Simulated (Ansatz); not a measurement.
CH6Cl2Si2, SMILES `[SiH3]C[SiH](Cl)Cl`. The species carries charge 0 and has multiplicity 1.

```xyz
11

Si    0.013    0.643    1.511
C     0.078    0.668   -0.369
Si   -0.164   -0.975   -1.174
Cl    1.220   -2.308   -0.462
Cl    0.061   -0.823   -3.205
H    -0.123    2.031    2.026
H    -1.160   -0.150    1.966
H     1.250    0.037    2.061
H    -0.709    1.332   -0.745
H     1.037    1.085   -0.691
H    -1.503   -1.542   -0.919
```

Task: Give the diagnostics of a CCSD(T)/def2-TZVPP run (frozen core, Ansatz). (An estimate is asked.)

Result: Computed: T1 = 0.0097, largest single amplitude 0.014, largest double 0.012, (T) share of the correlation energy 3.9 %, 8 CCSD cycles. The RHF solution is stable towards an unrestricted one. T1 lies under the customary mark of 0.02 for closed shells.
